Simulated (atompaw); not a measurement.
## What one change does to a pseudopotential (W, PAW (atompaw))

| Item | Value |
| --- | --- |
| Element | W |
| Generator | atompaw 4.2.0.5 |
| Type | PAW |
| Functional | PBEsol |
| Relativity | scalar-relativistic |
| Frozen core | [Kr] 4d10 4f14 5s2 |
| Valence charge | 12 |
| Reference configuration | 5p6 5d4 6s2 6p0 |
| Partial waves | 6s (bound): rc 2.65 bohr; 6s channel at 0.65 Ry: rc 2.65 bohr; 5p (bound): rc 1.35 bohr; 6p (bound, empty): rc 2.65 bohr; 5d (bound): rc 2.45 bohr; 5d channel at 0.55 Ry: rc 2.45 bohr |
| Local potential | ultrasoft scheme with l = 3 at 0 Ry, radius 2.65 bohr |
| Core correction | smooth core density matched at 2.40 bohr |
| Augmentation charge | gaussian compensation charge, radius 2.45 bohr; PAW radius 2.65 bohr; waves and projectors: custom rrkj gramschmidtortho |

All-electron outer shells of the reference configuration (PBEsol, scalar-relativistic, ld1.x):

```tsv
shell	level (eV)	outermost node (bohr)	outermost maximum (bohr)
5s	-79.11	0.53	0.96
5p	-43.22	0.57	1.09
4f	-33.24	–	0.43
6s	-5.75	1.28	2.64
5d	-4.51	0.63	1.49
6p	-1.33	1.54	3.70
```

Change: waves 6s (bound); 6s channel at 0.65 Ry; 5p (bound); 6p (bound); 5d (bound); 5d channel at 0.55 Ry; augmentation gaussian compensation charge, radius 2.45 bohr; PAW radius 2.65 bohr; waves and projectors: bloechl.

Cutoffs: the cutoffs (Ry, on a coarse ladder) from which the occupation-weighted sum of valence levels, in a spherical-Bessel basis at the reference potential, stays within 10 and 1 mRy of its value at 400 Ry; they do not see the model core or the augmentation charge, which bear on the density cutoff.

Q: What does the change do?

A: The potential gets softer (40 Ry and 80 Ry → 25 Ry and 35 Ry); a bound ghost appears in s, which as a rule spoils a file; the range in which the s phases agree widens (upper end 2.6 → 4.5); the range in which the p phases agree widens (upper end 2.9 → at the end of the scan).

| quantity | base | changed |
| --- | --- | --- |
| cutoff, loose | 40 Ry | 25 Ry |
| cutoff, tight | 80 Ry | 35 Ry |
| loose cutoff by channel (10 mRy a level) | s 6 Ry, p 35 Ry, d 15 Ry | s 6 Ry, p 21 Ry, d 18 Ry |
| bound ghosts | none | s |
| s: phases at 2.66 bohr within 0.05 rad from the reference energy up to (Ry; the scan ends near 5) | 2.6 | 4.5 |
| p: phases at 2.66 bohr within 0.05 rad from the reference energy up to (Ry; the scan ends near 5) | 2.9 | to the end of the scan |
| d: phases at 2.66 bohr within 0.05 rad from the reference energy up to (Ry; the scan ends near 5) | to the end of the scan | to the end of the scan |
| lowest overlap eigenvalue by channel | s 0.43, p 0.48, d 0.75 | s 0.00, p 0.65, d 0.94 |

 A true bound ghost makes a file unfit for plane-wave use even where its test errors are small: the radial tests pick states by their node count and pass the ghost by. The cutoffs see the waves, projectors and local potential, not the compensation charge or the core.
